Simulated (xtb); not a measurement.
xtb input (GFN1-xTB):

```bash
xtb mol.xyz --gfn 1 --sp --chrg -1 --uhf 0
```
mol.xyz:
```
17

C      2.56405551     0.00147510    -0.37073171
C      1.28385864    -0.67189087     0.04013884
C      0.00680561    -0.10869235    -0.00436191
C     -0.10158045     1.41005293    -0.02715312
C     -1.20294487    -0.80754604    -0.00223664
C     -2.52489465    -0.19737255     0.36477398
H      3.42446742    -0.61489704    -0.08194315
H      2.68814825     0.18740015    -1.46378721
H      2.72823080     0.97824327     0.10519388
H      1.32794762    -1.76050373     0.05825488
H     -0.73744236     1.75082282    -0.85139768
H      0.86900588     1.89344354    -0.13391623
H     -0.55754326     1.78597481     0.89657033
H     -1.14759530    -1.89245433     0.07759667
H     -2.73796500     0.73520136    -0.17646169
H     -2.66070318     0.06184178     1.44336034
H     -3.34834960    -0.88122991     0.12395321
```

End of the output:

```
         :::::::::::::::::::::::::::::::::::::::::::::::::::::
         ::                     SUMMARY                     ::
         :::::::::::::::::::::::::::::::::::::::::::::::::::::
         :: total energy             -18.772014437664 Eh    ::
         :: gradient norm              0.029822438669 Eh/a0 ::
         :: HOMO-LUMO gap              3.526582200562 eV    ::
         ::.................................................::
         :: SCC energy               -19.040584968278 Eh    ::
         :: -> electrostatic           0.103777291252 Eh    ::
         :: repulsion energy           0.274703764421 Eh    ::
         :: dispersion energy         -0.006133233806 Eh    ::
         :: halogen bond corr.         0.000000000000 Eh    ::
         :: add. restraining           0.000000000000 Eh    ::
         :: total charge              -1.000000000000 e     ::
         :::::::::::::::::::::::::::::::::::::::::::::::::::::

           -------------------------------------------------
          |                Property Printout                |
           -------------------------------------------------

    * Orbital Energies and Occupations

         #    Occupation            Energy/Eh            Energy/eV
      -------------------------------------------------------------
         1        2.0000           -0.4520853             -12.3019
       ...           ...                  ...                  ...
         6        2.0000           -0.3599620              -9.7951
         7        2.0000           -0.3583748              -9.7519
         8        2.0000           -0.3450456              -9.3892
         9        2.0000           -0.3347767              -9.1097
        10        2.0000           -0.3290805              -8.9547
        11        2.0000           -0.3253527              -8.8533
        12        2.0000           -0.3166304              -8.6160
        13        2.0000           -0.3151070              -8.5745
        14        2.0000           -0.2774197              -7.5490
        15        2.0000           -0.2654775              -7.2240
        16        2.0000           -0.2498500              -6.7988
        17        2.0000           -0.2086678              -5.6781
        18        2.0000           -0.1113837              -3.0309 (HOMO)
        19                          0.0182158               0.4957 (LUMO)
        20                          0.0377796               1.0280
        21                          0.0479464               1.3047
        22                          0.0576507               1.5688
        23                          0.0939103               2.5554
        24                          0.1003117               2.7296
        25                          0.1088212               2.9612
        26                          0.1126533               3.0655
        27                          0.1265840               3.4445
        28                          0.1314991               3.5783
        29                          0.1442058               3.9240
       ...                                ...                  ...
        46                          0.7510532              20.4372
      -------------------------------------------------------------
                  HL-Gap            0.1295995 Eh            3.5266 eV
             Fermi-level           -0.0465839 Eh           -1.2676 eV

  Mulliken/CM5 charges         n(s)   n(p)   n(d)
     1C    -0.04181 -0.18486   0.994  3.048  0.000
     2C    -0.30333 -0.36312   1.019  3.284  0.000
     3C     0.02827  0.00898   1.070  2.902  0.000
     4C    -0.08703 -0.23117   1.002  3.085  0.000
     5C    -0.30491 -0.36485   1.020  3.285  0.000
     6C    -0.04103 -0.18356   0.994  3.047  0.000
     7H    -0.03074  0.01990   1.031  0.000  0.000
     8H    -0.03439  0.01385   1.034  0.000  0.000
     9H    -0.02451  0.02645   1.025  0.000  0.000
    10H    -0.02429  0.03144   1.024  0.000  0.000
    11H    -0.00833  0.04370   1.008  0.000  0.000
    12H    -0.00415  0.04947   1.004  0.000  0.000
    13H    -0.00792  0.04397   1.008  0.000  0.000
    14H    -0.02492  0.03067   1.025  0.000  0.000
    15H    -0.02392  0.02742   1.024  0.000  0.000
    16H    -0.03462  0.01349   1.035  0.000  0.000
    17H    -0.03238  0.01821   1.032  0.000  0.000

Wiberg/Mayer (AO) data.
largest (>0.10) Wiberg bond orders for each atom

 ---------------------------------------------------------------------------
     #   Z sym  total        # sym  WBO       # sym  WBO       # sym  WBO
 ---------------------------------------------------------------------------
     1   6 C    3.983 --     2 C    1.015     7 H    0.988     9 H    0.979
                             8 H    0.974
     2   6 C    3.764 --     3 C    1.464     1 C    1.015    10 H    0.974
                             5 C    0.228
     3   6 C    3.977 --     2 C    1.464     5 C    1.459     4 C    0.995
     4   6 C    3.986 --     3 C    0.995    12 H    0.982    11 H    0.982
                            13 H    0.981
     5   6 C    3.761 --     3 C    1.459     6 C    1.017    14 H    0.974
                             2 C    0.228
     6   6 C    3.983 --     5 C    1.017    17 H    0.988    15 H    0.982
                            16 H    0.973
     7   1 H    1.021 --     1 C    0.988
     8   1 H    1.016 --     1 C    0.974
     9   1 H    1.024 --     1 C    0.979
    10   1 H    1.005 --     2 C    0.974
    11   1 H    1.015 --     4 C    0.982
    12   1 H    1.014 --     4 C    0.982
    13   1 H    1.013 --     4 C    0.981
    14   1 H    1.005 --     5 C    0.974
    15   1 H    1.021 --     6 C    0.982
    16   1 H    1.015 --     6 C    0.973
    17   1 H    1.021 --     6 C    0.988
 ---------------------------------------------------------------------------

Topologies differ in total number of bonds
Writing topology from bond orders to xtbtopo.mol

 dipole moment from electron density (au)
     X       Y       Z
  -0.0437   0.9851  -0.0132  total (Debye):    2.507

           -------------------------------------------------
          | TOTAL ENERGY              -18.772014437664 Eh   |
          | GRADIENT NORM               0.029822438669 Eh/α |
          | HOMO-LUMO GAP               3.526582200562 eV   |
           -------------------------------------------------

------------------------------------------------------------------------
------------------------------------------------------------------------
Note: The following floating-point exceptions are signalling: IEEE_DENORMAL
normal termination of xtb
 total:
 SCF:
```

It need not be the lowest isomer of its formula. Whether it binds its extra electron was not tested at this geometry.
